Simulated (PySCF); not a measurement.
C6H6O.

```xyz
13

C      0.0196    -2.9695     0.0000
C      0.0234    -1.6543     0.0000
C     -0.0201    -0.3213     0.0000
C     -1.2028     0.5420     0.0000
C     -0.7903     1.8298     0.0000
C      0.7103     1.8529     0.0000
O      1.1120     0.4774     0.0000
H      0.0210    -3.5583    -0.9385
H      0.0210    -3.5583     0.9385
H     -2.2320     0.1635     0.0000
H     -1.4212     2.7286     0.0000
H      1.1374     2.3641     0.8968
H      1.1374     2.3641    -0.8968
```

The structure is a stationary point at PBE-D3(BJ)/def2-SVP. The values are those of a single conformer.

Level of theory: PBE0/pcSseg-1 in PySCF. Non-relativistic, no solvent.

Problem. Give the absolute GIAO shielding of each atom: isotropic value and principal components (ppm). (An estimate is asked for; the answer gives what the named calculation found.)

Solution. 
| atom | σ(iso) | σ11 | σ22 | σ33 | span |
|---|---|---|---|---|---|
| C1 | 85.8 | -2.2 | 96.6 | 163.1 | 165.3 |
| C2 | -38.2 | -89.9 | -48.6 | 23.8 | 113.7 |
| C3 | 36.3 | -11.7 | 36.2 | 84.5 | 96.2 |
| C4 | 48.3 | -59.2 | 66.7 | 137.5 | 196.7 |
| C5 | 47.7 | -55.6 | 58.5 | 140.2 | 195.7 |
| C6 | 102.5 | 72.2 | 89.4 | 145.8 | 73.5 |
| O7 | 233.8 | 217.0 | 217.3 | 267.0 | 49.9 |
| H8 | 25.1 | 23.3 | 23.8 | 28.1 | 4.8 |
| H9 | 25.1 | 23.3 | 23.8 | 28.1 | 4.8 |
| H10 | 24.8 | 23.4 | 23.9 | 27.1 | 3.7 |
| H11 | 25.0 | 23.8 | 24.3 | 27.0 | 3.2 |
| H12 | 26.0 | 22.1 | 24.8 | 31.2 | 9.0 |
| H13 | 26.0 | 22.1 | 24.8 | 31.2 | 9.0 |
